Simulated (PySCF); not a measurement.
Unknowns

[PySCF 2.14: NMR shieldings at PBE0/pcSseg-1/GIAO; J couplings at B3LYP/pcJ-1; coordinates at the PBE0-D3(BJ)/def2-SVP level; rapidly exchanging positions averaged; isolated molecule; single conformer; relativity neglected]

Referencing at the same level of theory: TMS for $^{1}$H (31.27 ppm) and $^{13}$C (184.41 ppm). Multiplet labels drop J under 1 Hz and among equivalent protons, and merge close values. Unscaled 3J(H,H) run several per cent high. Vicinal couplings that depend on rotamer populations or ring flexing (ring, CH–CH, X–H and H–F types) are those of the one conformer. Couplings to H on boron are left out. Carbons bonded to boron are broad in practice. Shifts are as computed. Against solution values, carbons near 30 ppm lie about +2 ppm off and those near 130 ppm about +5 ppm. Of 1211 compounds with measured shifts, 218 miss one by over three times the rms of a fit or turn the order of signals round; such compounds aren't used in these exercises.

Problem. C3H5B. $^{1}$H NMR (400 MHz, computed): δ 7.69 (br, 2H), 2.62 (dt, J = 4.0, 1.8 Hz, 2H), 1.86 (t, J = 4.0 Hz, 1H). $^{13}$C{$^{1}$H} NMR (computed): δ 86.3 (C), 72.7 (CH), 23.6 (CH2). What is it?

Solution. SMILES BCC#C. 3 carbon signals for 3 carbons: no two carbons are equivalent. Carbon types of the structure: 1 × C, 1 × CH, 1 × CH2, leaving 2 H on heteroatoms. δC 86.3: alkyne carbon; the triple bond shields along its axis, which puts it between sp3 and sp2 carbons. δC 72.7: terminal alkyne carbon; the triple bond shields along its axis, which puts it between sp3 and sp2 carbons. δH 7.69: hydrogen on a boron bonded to C. δH 1.86: hydrogen on a terminal alkyne carbon; it lies on the axis of the triple bond, in its shielding cone.

Problem. C3H5B. $^{1}$H NMR (300 MHz, computed): δ 8.32 (t, J = 2.0 Hz, 1H), 7.60 (br, 2H), 1.75 (s, 2H). $^{13}$C{$^{1}$H} NMR (computed): δ 137.8, 136.3, 21.3. Give a structure.

Solution. SMILES BC1=CC1. 3 carbon signals for 3 carbons: no two carbons are equivalent. Carbon types of the structure: 1 × C, 1 × CH, 1 × CH2, leaving 2 H on heteroatoms. δC 137.8: alkene CH; as expected for a trigonal carbon in a double bond. δC 136.3: fully substituted alkene carbon; an sp2 carbon of a C=C bond. δC 21.3: three-membered-ring carbon; carbons of three-membered rings are unusually shielded. δH 8.32: hydrogen on an alkene CH.
